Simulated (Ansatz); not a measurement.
Pair of molecules: H2O (SMILES O) (first 3 atoms) with CH2O (SMILES C=O); geometry from B3LYP-D3(BJ)/def2-TZVP, rigid monomers moved along the line of their centres of mass till H2···O5 is 1.79 Å.
(charge 0, multiplicity 1):
```xyz
7

O      0.2747    -0.1146     0.5396
H     -0.4627    -0.4410     1.0783
H     -0.0426    -0.1115    -0.3678
C     -0.2784    -0.3080     3.4021
O     -1.1573    -0.7321     2.6967
H      0.6418     0.1295     2.9796
H     -0.3609    -0.3412     4.5032
```

Counterpoise-corrected where a basis set is named; no monomer relaxation.

Cores are frozen in the correlated methods.

The values were computed with Ansatz (Gaussian basis) for Hartree–Fock, density functionals and correlated methods. 

Question: What is the computed interaction energy (HF/aug-cc-pVDZ)?

Answer: -97 meV

Question: What interaction energy does CCSD(T)/aug-cc-pVTZ give?

Answer: -187 meV

Question: Estimate the interaction energy that CCSD/aug-cc-pVTZ returns for this input.

Answer: -171 meV

Ansatz is an electronic-structure program.
